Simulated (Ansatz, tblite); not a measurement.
Isomers of Sn₂O₆ (singlet), found by a short tight-binding search and relaxed with B3LYP-D4/def2-SVP in Ansatz.

In the def2 sets Sn takes a core potential; there is no spin–orbit coupling. The xTB rows come from tblite. LC-ωPBE has ω = 0.4 bohr⁻¹. Correlated methods freeze 14 core orbitals; core or outer-core shells of Sn are correlated, in sets that lack core-valence functions.

Run but left out: HF/def2-SVP (C: restricted singlet, unstable towards broken spin symmetry).

A: At CCSD(T)/def2-SVP T1 of the charge 0 singlet is large (up to 0.022), so the single-reference result is doubtful. It holds 4 O–O bonds. B: At CCSD(T)/def2-SVP T1 of the charge 0 singlet is large (up to 0.021), so the single-reference result is doubtful. It holds 4 O–O bonds. C: The restricted singlet is unstable towards broken spin symmetry in Hartree–Fock (as tested in another run); at PBE-D4/def2-TZVP, r2SCAN-D4/def2-TZVP, PBE0-D4/def2-TZVP, LC-ωPBE/def2-TZVP and others this wasn't settled. At CCSD(T)/def2-SVP T1 of the charge 0 singlet is large (up to 0.021), so the single-reference result is doubtful. At CCSD(T)/def2-SVP the restricted singlet (for correlated methods, its reference) is unstable: a solution with broken spin symmetry lies lower. It holds 4 O–O bonds.

Other spin states weren't relaxed.

A:

```xyz
8

Sn    0.338   -1.526   -0.651
Sn   -1.453    0.862    1.060
O    -0.475   -1.063    1.343
O     1.458    1.081   -0.047
O    -1.844   -1.184    0.694
O     1.972   -0.197   -0.379
O    -0.562    0.570   -0.941
O     0.567    1.457   -1.078
```

B:

```
atom    x (Å)    y (Å)    z (Å)
 Sn1  -1.8468  -0.0440  -0.3246
 Sn2   0.9958   0.0810  -1.6530
  O3   0.1973  -0.0504   1.8073
  O4   0.1056  -1.3317  -0.0888
  O5   0.7798  -1.1706   1.1641
  O6  -0.9717   0.0382  -2.1354
  O7   0.0274   1.3387  -0.0055
  O8   0.7127   1.1389   1.2360
```

C:

```xyz
8

Sn   -1.8861    0.6111   -0.9418
Sn    2.0194    0.3971   -0.7631
O     1.5783   -0.7659    0.8808
O    -0.5315   -0.2875    1.6493
O    -1.7180   -0.2905    0.9044
O     0.1114    1.5021   -1.0176
O     0.3169   -1.3363    1.0951
O     0.1095    0.1699   -1.8071
```

Estimate which lies lowest at each level, and how far above it the others are (kJ/mol).


| level | A | B | C |
| --- | --- | --- | --- |
| GFN1-xTB | 6.8 | 0.0 | 55.4 |
| GFN2-xTB | 6.9 | 15.9 | 0.0 |
| PBE-D4/def2-TZVP | 34.8 | 0.0 | 89.7 |
| r2SCAN-D4/def2-TZVP | 36.1 | 0.0 | 97.5 |
| PBE0-D4/def2-TZVP | 39.0 | 0.0 | 93.1 |
| LC-ωPBE/def2-TZVP | 42.7 | 0.0 | 101.2 |
| ωB97X-V/def2-TZVP | 39.7 | 0.0 | 97.3 |
| MP2/def2-SVP | 36.0 | 0.0 | 96.3 |
| CCSD/def2-SVP | 35.8 | 0.0 | 95.4 |
| CCSD(T)/def2-SVP | 36.7 | 0.0 | 100.0 |
Point groups (tolerance 0.1 Å): A not assigned, B Cs, C C2. Lower isomers may exist.
